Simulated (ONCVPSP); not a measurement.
## What the settings do to the ONCV potential of zirconium

Base potential:

| Item | Value |
| --- | --- |
| Element | zirconium |
| Generator | ONCVPSP 4.0.1 |
| Type | optimised norm-conserving Vanderbilt (ONCV) |
| Functional | PBE |
| Relativity | fully relativistic |
| Frozen core | [Ar] 3d10 |
| Valence charge | 12 |
| Reference configuration | 4s2 4p6 4d2 (charge +2) |
| Partial waves | 4s: rc 1.25 bohr, ncon 4, nbas 7, qcut 5.5 1/bohr, 2 projectors, debl 0.4 Ha; 4p: rc 2.25 bohr, ncon 4, nbas 8, qcut 6.5 1/bohr, 2 projectors, debl 0.6 Ha; 4d: rc 2.55 bohr, ncon 3, nbas 8, qcut 5.4 1/bohr, 3 projectors, debl 3.6 Ha |
| Local potential | polynomial inside 0.90 bohr (lpopt 5, dvloc0 0 Ha) |
| Core correction | none |

Open shells are filled in proportion to 2j + 1.

In the s channel the program set the typed energies aside and used -2.534, 0.250 Ha. In the p channel the program set the typed energies aside and used -1.703, 0.250 Ha (j = l + 1/2; the other j can differ).

Cutoffs, loose and tight: the cutoffs (Ha) at which the residual kinetic energy of the hardest occupied pseudo-wave falls to 1 and 0.1 mHa per electron. They do not see the model core or the augmentation charge, which bear on the density cutoff. Test errors are all-electron minus pseudo excitation energies from the reference, over the configurations 4s2 4p6 4d2 5s2; 4s2 4p6 4d2 5s1; 4s2 4p6 4d1; 4s2 4p6 4d0. A dash means not determined; rows that change the core or the reference have their own tests.

```csv
change,outcome,"cutoff, loose","cutoff, tight",bound ghosts,GHOST(+) flags above zero,largest test error (meV)
base,"generated, projector energies reset by the program",63 Ha,79 Ha,none,"s, d5/2, d3/2",+217
d: qcut 3.2,"generated, projector energies reset by the program",63 Ha,79 Ha,none,"s, d5/2, d3/2",+963
d: qcut 4,"generated, projector energies reset by the program",63 Ha,79 Ha,none,"s, d5/2, d3/2",+563
d: qcut 4.8,"generated, projector energies reset by the program",63 Ha,79 Ha,none,"s, d5/2, d3/2",+324
d: qcut 6.1,"generated, projector energies reset by the program",63 Ha,79 Ha,none,"s, d5/2, d3/2",+137
d: qcut 6.5,"generated, projector energies reset by the program",63 Ha,79 Ha,none,"s, d5/2, d3/2",+108
d: qcut 7.3,"generated, projector energies reset by the program",63 Ha,79 Ha,none,"s, d5/2, d3/2",+70
d: qcut 7.9,"generated, projector energies reset by the program",63 Ha,79 Ha,none,"s, d5/2, d3/2",+66
```

(1) What comes out with this change to the base: d: qcut 5.2?

## Answers

(1) outcome: generated, projector energies reset by the program; cutoff, loose: 63 Ha; cutoff, tight: 79 Ha; bound ghosts: none; GHOST(+) flags above zero: s, d5/2, d3/2; largest test error (meV): +247.

Reading the sweep of the qcut of the d channel (base included, trends over the rows without a ghost): The loose cutoff stays near 63 Ha. The median size of the test errors (rows with all tests solved) falls from 92.6 meV at 3.2 to 4.9 meV at 7.9 1/bohr.
